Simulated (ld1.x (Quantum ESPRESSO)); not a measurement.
**Which change was made? (C, ultrasoft)**

carbon, ultrasoft, made with ld1.x (Quantum ESPRESSO) 7.5 (LDA (PZ), scalar-relativistic). Core [He], reference 2s2 2p1 (charge +1). Waves: 2s (bound): rcut 0.70, rcutus 0.95 bohr; 2s channel at -1.05 Ry: rcut 0.70, rcutus 0.95 bohr; 2p (bound): rcut 1.10, rcutus 1.55 bohr; 2p channel at 0.7 Ry: rcut 1.10, rcutus 1.55 bohr; 3d channel at 0.5 Ry: rc 1.35 bohr. Local part: the d channel. Core correction: none. Augmentation charge: built from norm-conserving waves at rcut, not smoothed further.

Cutoffs, loose and tight: the cutoffs (Ry, on a coarse ladder) from which the occupation-weighted sum of valence levels, in a spherical-Bessel basis at the reference potential, stays within 10 and 1 mRy of its value at 400 Ry. They do not see the model core or the augmentation charge, which bear on the density cutoff. Test errors are all-electron minus pseudo excitation energies from the reference, over the configurations 2s2 2p2; 2s2 2p0; 2s1 2p0; 2s2 2p2.3; 2s1 2p3; 2s2 2p1.5; 2s0 2p4 (two spin-polarised tests are not counted in the largest error); variants that change the core or the reference have their own tests.

The base gives: outcome: generated; cutoff, loose: 35 Ry; cutoff, tight: 45 Ry; bound ghosts: none; largest test error (meV): +225.

Problem. After one change the result is: outcome: generated; cutoff, loose: 35 Ry; cutoff, tight: 45 Ry; bound ghosts: none; largest test error (meV): +171. Which change was it?
A. core correction a·sin(br)/r model core inside 0.84 bohr
B. core correction a·sin(br)/r model core inside 0.94 bohr
C. core correction a·sin(br)/r model core inside 0.56 bohr
D. core correction a·sin(br)/r model core inside 0.40 bohr
E. core correction a·sin(br)/r model core inside 0.68 bohr

Solution. B. The others give: core correction a·sin(br)/r model core inside 0.40 bohr → outcome: generated; cutoff, loose: 35 Ry; cutoff, tight: 45 Ry; bound ghosts: none; largest test error (meV): +44 | core correction a·sin(br)/r model core inside 0.68 bohr → outcome: generated; cutoff, loose: 35 Ry; cutoff, tight: 45 Ry; bound ghosts: none; largest test error (meV): +82 | core correction a·sin(br)/r model core inside 0.56 bohr → outcome: generated; cutoff, loose: 35 Ry; cutoff, tight: 45 Ry; bound ghosts: none; largest test error (meV): +56 | core correction a·sin(br)/r model core inside 0.84 bohr → outcome: generated; cutoff, loose: 35 Ry; cutoff, tight: 45 Ry; bound ghosts: none; largest test error (meV): +133.
